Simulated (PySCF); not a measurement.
C₇H₁₅NOSi.
Bonds: C1–C2, C2–O3 (double), C2–N4, N4–Si5, Si5–C6, C6–C7, C7–C8, C8–C9, C9–C10, C6–C10. Hydrogens: H11, H12, H13 on C1; H14 on N4; H15, H16 on Si5; H17 on C6; H18, H19 on C7; H20, H21 on C8; H22, H23 on C9; H24, H25 on C10.

Definitions: NICS(0) = −σiso at the ring centroid; NICS(1) = −σiso and NICS(1)zz = −σzz at ±1 Å along the ring normal z. Level: GIAO PBE0/pcSseg-1 (PySCF, non-relativistic, gas phase) on the PBE0-D3(BJ)/def2-SVP geometry, one conformer.

Ring bond lengths (Å), with Mayer bond orders in brackets: C6–C7 1.550 (1.00), C7–C8 1.528 (1.04), C8–C9 1.524 (1.02), C9–C10 1.531 (1.03), C10–C6 1.556 (1.00).

**Question.** Give the NICS values of each ring in ppm.

**Answer.** 
```json
{"ring": "C6–C7–C8–C9–C10", "type": "5-membered carbocycle; formal bonds all single", "NICS(0)": "-5.9", "NICS(1), two faces": "-3.7 / -4.4", "NICS(1)zz, two faces": "-4.4 / -4.2", "rms pucker (Å)": "0.18", "centre to ring atoms, mean (Å)": "1.29"}
```

**Question.** What do they say, and how far can they be read as aromaticity?

**Answer.** 
- C6–C7–C8–C9–C10: mean NICS(1)zz -4.3 ppm, shielded. C6, C7, C8, C9, C10 have four or more neighbours; no verdict on aromaticity is drawn.

**Question.** Give the inner angles of the rings and the Hirshfeld charges of the ring atoms.

**Answer.** 
- C6–C7–C8–C9–C10: C6 105.5° (-0.117 e), C7 104.9° (-0.069 e), C8 102.8° (-0.069 e), C9 103.7° (-0.067 e), C10 105.3° (-0.065 e); sum 522.3° against 540° for a flat convex ring.

**Question.** How shielded are the nuclei of the rings and their hydrogens (means over atoms taken as equivalent)?

**Answer.** 
```tsv
atoms	environment	σ isotropic (ppm)	principal values of the symmetric part, first atom (ppm)
C6	sp3 carbon bound to silicon	167.8	136.5, 181.6, 185.4
C7 (×2)	ring CH2 carbon	154.4	128.2, 159.3, 170.3
C8 (×2)	ring CH2 carbon	153.6	130.5, 162.2, 166.0
H17	methine hydrogen	30.20	25.6, 28.2, 36.8
H18 (×2)	methylene hydrogen	29.61	24.3, 28.5, 36.0
H19 (×2)	methylene hydrogen	30.00	24.2, 30.4, 35.7
H20 (×2)	methylene hydrogen	29.78	25.3, 27.5, 37.2
H21 (×2)	methylene hydrogen	29.80	24.7, 26.7, 37.2
```

**Question.** How do the values depend on the level or the medium?

**Answer.** 
| level | NICS(0), C6–C7–C8–C9–C10 | mean NICS(1)zz, C6–C7–C8–C9–C10 |
| --- | --- | --- |
| PBE0/pcSseg-1, gas | -5.9 | -4.3 |
| PBE0/pcSseg-1, IEF-PCM acetonitrile | -5.9 | -4.3 |
| PBE0/pcSseg-1, IEF-PCM tetrahydrofuran | -5.9 | -4.3 |

The geometry is the same throughout; the continuum's cavity takes Bondi-type radii × 1.2.
